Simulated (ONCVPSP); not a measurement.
# Transferability test, ONCV potential for silver (Ag)

ONCVPSP 4.0.1 input, shortened (lines: element, Z, core and valence counts, functional; n l f; lmax; l rc ep ncon nbas qcut; lloc lpopt rc5 dvloc0; l nproj debl; icmod fcfact rcfact), PBEsol, non-relativistic:

```
  Ag 47.00    6    4  -116133      upf
    1    0    2.00
    2    0    2.00
    2    1    6.00
    3    0    2.00
    3    1    6.00
    3    2   10.00
    4    0    2.00
    4    1    6.00
    4    2   10.00
    5    0    1.00
    3
    0    1.35    0.00    4    9   10.20
    1    1.70    0.00    4    8   10.00
    2    1.30    0.00    3    6    8.50
    3    1.30    0.06    5    9    9.00
    4    5    0.95    9.50
    0    2    3.50
    1    2    3.40
    2    2    3.20
    3    2    0.50
    0    0.00    0.00
```

Energies are relative to the spin-unpolarised reference configuration 4s2 4p6 4d10 5s1; without spin polarisation the order of configurations can differ from experiment.

(1) Give the all-electron excitation energy and the error of the potential for: 4s2 4p6 4d10 5s0; 4s2 4p6 4d9 5s0; 4s2 4p6 4d8 5s0; 4s2 4p6 4d9 5s1 5p1.

Levels in the configuration 4s2 4p6 4d9 5s1 5p1:

| level | all-electron (eV) | pseudo (eV) |
| --- | --- | --- |
| 4s | -93.794 | -93.784 |
| 4p | -62.653 | -62.651 |
| 4d | -13.181 | -13.180 |
| 5s | -6.283 | -6.283 |
| 5p | -2.101 | -2.102 |

## Answers

(1)

```
valence configuration  charge  ΔE all-electron (eV)  error AE − PS (meV)
     4s2 4p6 4d10 5s0      +1                 7.152                 +0.1
      4s2 4p6 4d9 5s0      +2                29.575                 -1.0
      4s2 4p6 4d8 5s0      +3                66.216                 +2.7
  4s2 4p6 4d9 5s1 5p1       0                 9.148                 -0.4
```
